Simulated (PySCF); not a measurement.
From one molecule to another.

First species: C₄H₁₀O₂SSi₂.
SMILES: `CS[Si@@H]1[C@H](C=O)[C@H]1O[SiH3]`

Second species: C₄H₁₃FSi₄.
InChI=1S/C4H13FSi4/c5-9-7-6-8(9)4-2-1-3-4/h4,8-9H,1-3,6-7H2/t8-,9-/m1/s1

Levels: PBE0/pcSseg-1 for dipole moment, HOMO energy, LUMO energy and HOMO–LUMO gap; GFN2-xTB for rotational constant A and rotational constant C. Geometries: GFN2-xTB. Each species is one conformer at its optimised geometry, gas phase, non-relativistic unless stated. Electronic properties by PySCF.

The conformers computed, where there is a choice (atom-mapped SMILES and torsion angles):
- `[CH3:1][S:2][Si@@H:3]1[C@H:4]([CH:5]=[O:6])[C@H:7]1[O:8][SiH3:9]`: C1–S2–Si3–C4 157°, Si3–C4–C5–O6 124°, C4–C7–O8–Si9 -74°
- `[F:1][Si@@H:2]1[SiH2:3][SiH2:4][Si@H:5]1[CH:6]1[CH2:7][CH2:8][CH2:9]1`: Si4–Si5–C6–C7 53°

Question: Which of the two has the higher rotational constant A, and by how much?

Answer: The first: 1.326 GHz against 1.242 GHz, a difference of 0.084 GHz.

Question: Which of the two has the higher HOMO energy, and by how much?

Answer: The first: -6.82 eV against -7.32 eV, a difference of 0.50 eV.

Question: Which of the two has the higher rotational constant C, and by how much?

Answer: The second: 0.513 GHz against 0.417 GHz, a difference of 0.096 GHz.

Question: Which has the higher dipole moment?

Answer: The first: 4.54 D against 2.49 D, a difference of 2.05 D.

Question: Which has the higher LUMO energy?

Answer: The first: -0.92 eV against -1.94 eV, a difference of 1.02 eV.

Question: Which of the two has the higher HOMO–LUMO gap, and by how much?

Answer: The first: 5.90 eV against 5.38 eV, a difference of 0.52 eV.

On the first: The dipole matches unit charges of opposite sign 0.95 Å apart (1 e·Å = 4.8032 D).

On the second: The dipole matches unit charges of opposite sign 0.52 Å apart (1 e·Å = 4.8032 D).
